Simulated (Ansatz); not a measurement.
Correlation energies of C2H5AlOS, SMILES `O/C(S)=[CH]/[AlH2]` by basis set

Cartesian coordinates in Å:
```
O 0.574 1.344 -1.580
C 0.306 0.668 -0.444
S 0.832 1.571 0.968
C -0.285 -0.541 -0.377
Al -0.698 -1.554 1.193
H 0.267 0.811 -2.323
H 1.292 2.617 0.265
H -0.545 -0.963 -1.351
H -0.343 -0.987 2.632
H -1.401 -2.966 1.017
```

Total charge 0; spin multiplicity 1. Geometry: relaxed with PBE0-D4/def2-TZVP. It is one conformer, not always the lowest. Frozen core, restricted reference, Ansatz 0.2.0. CBS rows extrapolate triple and quadruple zeta; past MP2 they add the triple-zeta difference.

```
     basis     HF (Eh)  MP2 corr.  CCSD corr.       (T)  CCSD(T) total
def2-TZVPP  -793.00564   -0.81594           ?  -0.03871              ?
def2-QZVPP  -793.03092   -0.87764           –         –              –
 CBS(def2)           ?          ?           ?     as TZ              ?
```

Task: Fill in the withheld values. (Estimate.)

Result: Computed: def2-TZVPP CCSD corr.: -0.85712; def2-TZVPP CCSD(T) total: -793.90147; CBS(def2) HF (Eh): -793.03441; CBS(def2) MP2 corr.: -0.92334; CBS(def2) CCSD corr.: -0.96452; CBS(def2) CCSD(T) total: -794.03764.
